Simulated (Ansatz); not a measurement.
`C[CH2][Al]([F])[F]` + H₂ → `[CH3][Al]([F])[F]` + CH₄ at 600 K and 1 bar (hydrogenolysis of a C–C bond).

Computed with Ansatz on PBE0-D4/def2-TZVP structures; ΔE is electronic, products minus reactants. CBS: MP2 limit from def2 TZ/QZ plus the TZ coupled-cluster correction, frozen cores. This one scheme is used for every species. One conformer a species, not always the lowest.

| species | CCSD(T)/CBS energy (Eh) | H − E (kJ/mol) | S (J/(mol·K)) |
| --- | --- | --- | --- |
| `C[CH2][Al]([F])[F]` | -520.88510 | 242.5 | 439.7 |
| H₂ | -1.17544 | 43.9 | 150.8 |
| `[CH3][Al]([F])[F]` | -481.63134 | 154.1 | 395.8 |
| CH₄ | -40.46206 | 140.4 | 215.7 |

H − E and S are ideal-gas, rigid-rotor, harmonic terms from PBE0-D4/def2-TZVP, for one conformer and one mirror image of each species. The MP2-based limit puts H₂ 0.8 mEh under its directly extrapolated value; such offsets cancel only in part. 1 Eh = 2625.50 kJ/mol, R = 8.31446 J/(mol·K).

**Question.** By hand: ΔE, ΔH, ΔS and ΔG.

**Answer.** ΔE = (-481.63134) + (-40.46206) − (-520.88510) − (-1.17544) = -0.03286 Eh = -86.3 kJ/mol. Δ(H − E) = 154.1 + 140.4 − 242.5 − 43.9 = 8.1, so ΔH = -78.2 kJ/mol. ΔS = 395.8 + 215.7 − 439.7 − 150.8 = 21.0 J/(mol·K). ΔG = -78.2 − 600 × (21.0)/1000 = -90.8 kJ/mol.

**Question.** By hand: the equilibrium constant, and the temperature at which ΔG would vanish if ΔH and ΔS stayed fixed.

**Answer.** log₁₀ K = −ΔG/(RT ln 10) = 7.9. ΔH and −TΔS have one sign here, so there is no such temperature.

ΔH outweighs TΔS. A doubt of 5 kJ/mol in ΔE shifts log₁₀ K by 0.4 here. Other conformers and mirror images would add mixing entropy, several J/(mol·K) or more a flexible species. Modes under 60 cm⁻¹, often nearly free rotors, make the harmonic entropy too high. These are equilibria of isolated gas molecules and say nothing of rates. Largest T1 diagnostic: 0.012 (customary marks: 0.02 for closed shells, 0.045 for open ones).
